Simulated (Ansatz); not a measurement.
```yaml
crystal:
  periodic: [false, false, false]
  atoms:
    - {symbol: O, position_ang: [-0.379082, 2.982623, -1.345926]}
    - {symbol: C, position_ang: [1.274684, 0.994992, -0.656203]}
    - {symbol: Si, position_ang: [-0.357209, -1.486901, 1.299564]}
    - {symbol: Cl, position_ang: [-3.496947, -2.583446, -0.750123]}
    - {symbol: H, position_ang: [-1.827420, 2.257687, -2.173247]}
    - {symbol: H, position_ang: [2.795535, 1.840576, 0.462988]}
    - {symbol: H, position_ang: [2.174473, 0.122396, -2.313741]}
    - {symbol: H, position_ang: [1.257757, -3.743827, 1.703063]}
    - {symbol: H, position_ang: [-1.274550, -0.471406, 3.741121]}
basis:
  gaussian: {orbitals: def2-SVPD, point_charges: [{charge: 2.00, position_ang: [5.046, -0.425, 0.141]}]}
total_charge: 1
magnetization: {spin_polarized: true, initial_magnetization: 1}
hamiltonian: {xc: {name: PBEsol}, dispersion: d4}
scf: {lower_state_search: off}
```

```sh
$ ansatz run in.yaml --threads 2 --pin off --events-out ev --progress --plain --max-ram 4352MiB
```

Shortened log:

```
Functional definition: PBEsol
1178 factors; their error is unknown
mean field evaluation 1: about -23370.6971 eV, gradient 9.6e1 eV
mean field evaluation 2: about -22461.1188 eV, gradient 1.4e2 eV
mean field evaluation 4: about -23309.8198 eV, gradient 9.3e1 eV
mean field evaluation 8: about -23457.1313 eV, gradient 1.4e1 eV
mean field evaluation 16: about -23461.1913 eV, gradient 1.2e0 eV
mean field -23461.20850786 eV, -862.1835100856 hartree, gradient 2.3e-6 eV, S^2 2.845283; 0 other end points of the search recorded, 0 dependent functions left out
reference -23461.20858426 eV, -862.1835128931 hartree; 25, 24 occupied and 109, 110 virtual orbitals, 1178 factors
Total energy: -23461.25636972 eV, -862.1852689765 hartree
Checks for a lower state left out: stability, starts, cluster_reference, orbital_swaps, neighbouring_geometries, increment
```

In this input the coordinates are in bohr but typed as ångström. Self-consistency was reached. The result belongs to that input, not to the molecule as meant.
